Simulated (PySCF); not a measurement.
## A search over the determinants of CdI

Unrestricted PBE0; PySCF, scalar-relativistic core potentials, basis sets Cd def2-SVP with ECP28, I def2-SVP with ECP28. Outer shells of the fragments: Cd 4d10 5s2; I 4d10 5s2 5p5.

Followed along the bond (rough minima from three points):

```tsv
2Ms+1	unpaired	⟨S²⟩ at the start	R at minimum (Å)	Te (eV)
2	σ ↑	0.75	2.72	0.00
4	σ ↑, π ↑↑	3.75	none in the scan	≤ 4.80
```

Solutions found at the starting distance of 2.710 Å, counted from the lowest of them; the search is not exhaustive and high or unbound solutions are not listed, so other states can lie among these:

```csv
2Ms+1,unpaired,term,E (eV),⟨S²⟩,⟨Lz²⟩,μ (D)
2,σ ↑,²Σ⁺,0.00,0.75,0.00,-3.15
2,π ↑,²Π,2.36,0.75,1.00,3.08
2,π ↑,²Π,3.71,0.78,1.00,-2.30
4,"σ ↑, π ↑↑",mixed,5.00,3.75,2.01,3.76
4,"σ ↑, π ↑↑",mixed,5.13,3.75,2.01,3.79
4,"σ ↑↑, π ↑",⁴Π,6.08,3.75,1.00,2.30
4,"σ ↑↑, π ↑",⁴Π,6.47,3.75,1.01,4.19
4,σ ↑↑↑,⁴Σ⁺,7.57,3.75,0.00,3.14
```

A term symbol is given only where ⟨S²⟩ and ⟨Lz²⟩ are close to those of a pure state; real π, δ and φ orbitals otherwise mix terms. A positive dipole means Cd(−)I(+).

Spin–orbit coupling is left out. Counting both spins, an empty level lies below a filled one in some of these solutions, because spin and occupation are held.
